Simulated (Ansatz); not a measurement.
`C[N](C)[Ge][Cl]` → `C=[CH][GeH]([NH2])[Cl]`  (isomerisation)

Gas-phase electronic energies from Ansatz, PBE0-D4/def2-TZVP geometries. CCSD(T)/CBS is the MP2 limit (def2-TZVPP, def2-QZVPP) plus CCSD(T) − MP2 in def2-TZVPP, frozen cores. Functionals use def2-TZVPP. For Ge outer-core shells are correlated without core-valence functions, which leaves a few kJ/mol of doubt a bond. Scalar relativity is left out up to krypton. One conformer a species, not always the lowest.

`C[N](C)[Ge][Cl]`:

```xyz
11

C     0.171    0.021    1.147
N     0.139    0.121   -0.290
C    -0.967   -0.594   -0.887
Ge    1.257    0.992   -1.437
Cl    2.681    1.854    0.023
H     1.018    0.573    1.549
H     0.253   -1.027    1.461
H    -0.751    0.425    1.584
H    -0.923   -1.664   -0.649
H    -0.950   -0.490   -1.976
H    -1.929   -0.211   -0.525
```

`C=[CH][GeH]([NH2])[Cl]`:

Z-matrix (Å, degrees):
```
Ge
C 1 1.928
Cl 1 2.181 2 106.6
N 1 1.820 2 108.7 3 -121.7
H 1 1.533 2 116.1 3 116.9
C 2 1.326 1 123.6 3 -3.0
H 2 1.088 1 116.5 3 176.7
H 4 1.010 1 115.2 2 -177.0
H 4 1.011 1 114.7 2 55.0
H 6 1.086 2 121.7 1 -0.2
H 6 1.086 2 121.6 1 179.7
```

```csv
level,ΔE (kcal/mol),difference from CCSD(T)/CBS
PBE-D4,11.0,6.9
r2SCAN-D4,6.0,1.9
ωB97X-V,4.7,0.6
ωB97M-V,5.9,1.8
B2PLYP,5.9,1.8
r2SCAN,5.9,1.8
PBE0,7.2,3.1
HF/def2-TZVPP,-2.1,-6.2
MP2/def2-TZVPP,1.4,-2.7
SCS-MP2/def2-TZVPP,1.5,-2.6
CCSD/def2-TZVPP,0.7,-3.4
HF/def2-QZVPP,-1.8,-5.9
MP2/def2-QZVPP,3.2,-0.9
SCS-MP2/def2-QZVPP,2.7,-1.4
HF/CBS(def2),-1.7,-5.8
MP2/CBS(def2),4.2,0.1
CCSD(T)/CBS,4.1,0
```

Largest T1 diagnostic among the species: 0.014.

In def2-TZVPP, CCSD(T) changes the Hartree–Fock value by +3.5 kcal/mol (the triples alone add +0.6 kcal/mol) and MP2 by +3.6 kcal/mol. From PBE to PBE0 (25 % exact exchange), in def2-TZVPP and without D4, ΔE moves by −3.3 kcal/mol.
